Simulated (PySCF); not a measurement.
Structure problem from calculated spectra and properties.

Elements present: C, Cl, F, H and N. Monoisotopic mass: 130.9938 u.

* Rotational structure: rotational constants A, B, C: 3.457, 1.268, 0.928 GHz [PBE0-D3(BJ)/def2-TZVP]
* 1H NMR: chemical shifts (computed TMS as zero) by class: 7.80 (1 H), 7.27 (1 H), 6.82 (1 H) ppm [GIAO B97-2/pcSseg-2]
* Dipole: 3.71 D [B97-2/pcSseg-2]
* NMR, other nuclei: isotropic shieldings of nuclei other than C and H, by class: -41 (1 N), 241 (1 F), 630 (1 Cl) ppm [GIAO B97-2/pcSseg-2]
* 13C NMR: chemical shifts (computed TMS as zero) by class: 172.3 (1 C), 164.5 (1 C), 148.7 (1 C), 126.8 (1 C), 111.6 (1 C) ppm [GIAO B97-2/pcSseg-2]

The electronic properties come from PySCF, for the isolated species, density fitting. Levels stand in brackets. Isolated species at its PBE0-D3(BJ)/def2-TZVP geometry, gas phase. Each NMR value is the plain mean over a class of atoms that symmetry, rotation or inversion makes alike.

Q: Which formula fits the mass and the elements?

A: C5H3ClFN (calculated 130.9938). No other formula that holds each of these elements comes within 0.0003 u with a fitting electron parity and a possible valence count.

Q: Give a SMILES that accounts for the data.

A: Numbering: `[F:1][c:2]1[cH:3][cH:4][cH:5][c:6]([Cl:7])[n:8]1`. Its formula, C5H3ClFN, gives 4 degrees of unsaturation: 1 ring and 3 π bonds in the structure found (Kekulé form). 5 carbons fall into 5 classes; from least to most shielded: aromatic C–F carbon [C2] (172.3 ppm), aromatic C–Cl carbon [C6] (164.5 ppm), aromatic CH carbon [C4] (148.7 ppm), aromatic CH carbon [C5] (126.8 ppm), aromatic CH carbon [C3] (111.6 ppm). Hydrogen classes from least to most shielded: 1 H on an aromatic CH carbon, C4 (7.80 ppm), 1 H on an aromatic CH carbon, C5 (7.27 ppm), 1 H on an aromatic CH carbon, C3 (6.82 ppm). The other shieldings belong to: -41 ppm, pyridine-type nitrogen [N8]; 241 ppm, aryl fluorine [F1]; 630 ppm, aryl chlorine [Cl7]. The optimised geometry has point group Cs and is an asymmetric top. Structure: 2-chloro-6-fluoropyridine (`Fc1cccc(Cl)n1`). Computed isomers that give other values at the same levels: `Fc1cccnc1Cl` (13C chemical shifts (computed TMS as zero) by class: 164.8 (1 C), 152.9 (1 C), 151.1 (1 C), 129.6 (1 C), 128.3 (1 C) ppm). The assignments are read from this structure; whether some other isomer fits the data as well wasn't checked.
